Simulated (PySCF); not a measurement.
## Correlation energy of C⁺ (carbon, charge +1)

[He] 2s2 2p1, 2P determinant. All numbers are calculated (PySCF 2.14, the non-relativistic Hamiltonian (point nucleus), in cc-pVDZ (3s2p1d, 14 functions)). Frozen: 1s2; 3 electrons correlated.

MP2 pair energies summed by pair of shells (mhartree):

```json
{"pair": "2s-2s", "energy": "-25.63", "share (%)": "62.1"}
{"pair": "2s-2p", "energy": "-15.66", "share (%)": "37.9"}
```

Total MP2 correlation energy: -41.29 mhartree.

Same-spin part -2.39 and opposite-spin part -38.90 mhartree; SCS-MP2 scales them by 1/3 and 6/5 to -47.48 mhartree.

```json
{"level": "CCSD", "correlation energy (mhartree)": "-66.71"}
{"level": "(T)", "correlation energy (mhartree)": "-0.65"}
{"level": "CCSD(T)", "correlation energy (mhartree)": "-67.36"}
```

Diagnostics: T1 = 0.0084, D1 = 0.0157, largest double amplitude 0.136.

Cost of the coupled-cluster step: 0.15 s of wall time on 1 thread of Neoverse-N1 (shared host), for 3 correlated electrons.

Iterations:

```
CC2 = 0
CCSD nocc = (np.int64(2), np.int64(1)), nmo = (13, 13)
frozen orbitals [[0], [0]]
max_cycle = 100
direct = 0
conv_tol = 1e-08
conv_tol_normt = 1e-06
diis_space = 8
diis_start_cycle = 0
Init t2, MP2 energy = -0.0412920459979057
Init E_corr(UCCSD) = -0.0412920459979463
cycle = 1  E_corr(UCCSD) = -0.0558180189045532  dE = -0.0145259729  norm(t1,t2) = 0.0568086
cycle = 2  E_corr(UCCSD) = -0.0616258766797976  dE = -0.00580785778  norm(t1,t2) = 0.0273391
cycle = 3  E_corr(UCCSD) = -0.0667785054230807  dE = -0.00515262874  norm(t1,t2) = 0.0139291
cycle = 4  E_corr(UCCSD) = -0.0666860259483514  dE = 9.24794747e-05  norm(t1,t2) = 0.00121565
cycle = 5  E_corr(UCCSD) = -0.0667233976290789  dE = -3.73716807e-05  norm(t1,t2) = 0.000177071
cycle = 6  E_corr(UCCSD) = -0.066705500118913  dE = 1.78975102e-05  norm(t1,t2) = 3.87115e-05
cycle = 7  E_corr(UCCSD) = -0.0667115956404194  dE = -6.09552151e-06  norm(t1,t2) = 1.51517e-05
cycle = 8  E_corr(UCCSD) = -0.0667113597021429  dE = 2.35938277e-07  norm(t1,t2) = 1.68686e-06
cycle = 9  E_corr(UCCSD) = -0.0667111261958175  dE = 2.33506325e-07  norm(t1,t2) = 6.07237e-07
cycle = 10  E_corr(UCCSD) = -0.0667111453773186  dE = -1.91815012e-08  norm(t1,t2) = 4.99233e-08
cycle = 11  E_corr(UCCSD) = -0.0667111438745127  dE = 1.50280592e-09  norm(t1,t2) = 1.24508e-08
UCCSD converged
E(UCCSD) = -37.35623902862763  E_corr = -0.06671114387451271
UCCSD(T) correction = -0.000652635389545879
```
